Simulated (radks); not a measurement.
Spherical quantum dot in the effective-mass picture: electrons in a hard-walled sphere of radius 9.03, with a point charge +2 (a donor) at the centre, all in effective atomic units (hartree* = m*/eps^2 hartree, bohr* = eps/m* bohr), one dielectric constant everywhere. Method: non-relativistic Kohn-Sham, LDA (Slater exchange, Perdew-Wang correlation), spin-polarised, spherical densities; computed with a radial shooting solver with Libxc functionals. Levels are named by radial order and angular momentum (1s, 1p, 1d, 2s, ...), and open shells are averaged over m. Results are scaled to m* = 0.13 and eps = 6, for which hartree* = 98.26 meV and bohr* = 2.442 nm.

N = 11, configuration 1s2 1p6 1d(up 1, down 0) 2s2. This is the lowest configuration that the search found. Occupied and some empty levels:

level    occupation  eigenvalue (meV)  <r> (nm)
1s down           1            89.844     2.389
1s up             1            89.847     2.390
2s up             1            121.85     15.24
2s down           1            122.49     15.22
1p up             3            124.53     15.46
1p down           3            125.18     15.44
1d up             1            129.94     15.93
1d down           0            130.60     15.92
1f up             0            137.36     16.32
1f down           0            138.04     16.32
1g up             0            146.66     16.66
1g down           0            147.34     16.66
2p up             0            153.71     11.11
2p down           0            154.03     11.08

Energy (meV): total 306.620, kinetic 412.37, external -942.81, Hartree 1066.1, exchange-correlation -229.09.
